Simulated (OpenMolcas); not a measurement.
W4+: ligand-field states by method

W4+ with 4 ligands (chloride) in tetrahedral coordination (Td) at 2.29 Å. Ligand basis ANO-RCC-VDZP.
```
W     0.0000    0.0000    0.0000
Cl    1.3221    1.3221    1.3221
Cl    1.3221   -1.3221   -1.3221
Cl   -1.3221    1.3221   -1.3221
Cl   -1.3221   -1.3221    1.3221
```

- Program: OpenMolcas
- Basis: ANO-RCC-VDZP [7s6p4d2f1g]
- Scalar Hamiltonian: DKH2, point nucleus
- Active space: 2 electrons in 5 orbitals (5d)
- State averaging: 2S+1 = 3 even, 10 roots; 2S+1 = 1 even, 15 roots
- Spin-orbit coupling: state interaction with AMFI integrals over the reference wave functions

I. CASSCF
II. SS-CASPT2, IPEA 0.25 Eh, imaginary shift 0.1 Eh (the 47 lowest orbitals frozen, all others correlated)

Spin-free states (labels of Td) in cm-1, each column counted from its own energy of the first state listed:

```json
{"State": "3A2", "Degeneracy": "1", "I": "0", "II": "0"}
{"State": "1E", "Degeneracy": "2", "I": "8731", "II": "6820"}
{"State": "3T2", "Degeneracy": "3", "I": "10399", "II": "10190"}
{"State": "3T1", "Degeneracy": "3", "I": "15109", "II": "14130"}
{"State": "1A1", "Degeneracy": "1", "I": "15156", "II": "12860"}
{"State": "2S+1 = 1", "Degeneracy": "3", "I": "19168", "II": "16460"}
{"State": "2S+1 = 1", "Degeneracy": "3", "I": "20182", "II": "17940"}
{"State": "3T1", "Degeneracy": "3", "I": "23557", "II": "22900"}
{"State": "1E", "Degeneracy": "2", "I": "27745", "II": "25890"}
{"State": "1T2", "Degeneracy": "3", "I": "30653", "II": "28070"}
{"State": "1A1", "Degeneracy": "1", "I": "41976", "II": "35980"}
```

From I to II, I's first state of the same spin (3T2) moves from 10399 to 10190 cm-1, by about -210 cm-1.

From I to II, I's first state of another spin (1E) moves from 8731 to 6820 cm-1, by about -1900 cm-1.

χT at 300 K: I 0.48, II 0.47 cm3 K/mol.

The states above are spin-free; spin-orbit coupling is strong here and shifts and splits them by thousands of cm-1.

Roots that are degenerate in the reference are averaged as groups; the widest CASPT2 spread within a group is 260 cm-1 (the 3-fold group of multiplicity 3 near 10200 cm-1 above the lowest state of its run, II). Shifts and gaps below about the spread of the groups concerned are not significant. Over all roots computed the reference weight is 0.71 to 0.73 in II; a low but even weight reflects the number of correlated electrons. The least metal-like active orbital is 68 % on the metal (Löwdin) and no ligand orbital is active, so the numbers are rough. Ligand-to-metal charge-transfer states are missing. With no ligand orbital active B as a rule stays too high, so bands that hang on it stand too high and its fall with covalency is understated. Without dynamic correlation the repulsion within the d shell is too large (B by tens of per cent), so at a given field states of lower spin stand too high (holds for I). With metal d orbitals alone the field can be off either way by tens of per cent (holds for I). These CASPT2 states fit no ligand-field parameters well, so their order and spin gaps are uncertain (holds for II). With one d shell and no ligand orbital active, 10Dq can be off by a tenth or more (holds for II). No measured value stands beside these numbers; the geometry was imposed, not optimised, and the real ion may take another.

A state without a sure symmetry label is named by its multiplicity alone.
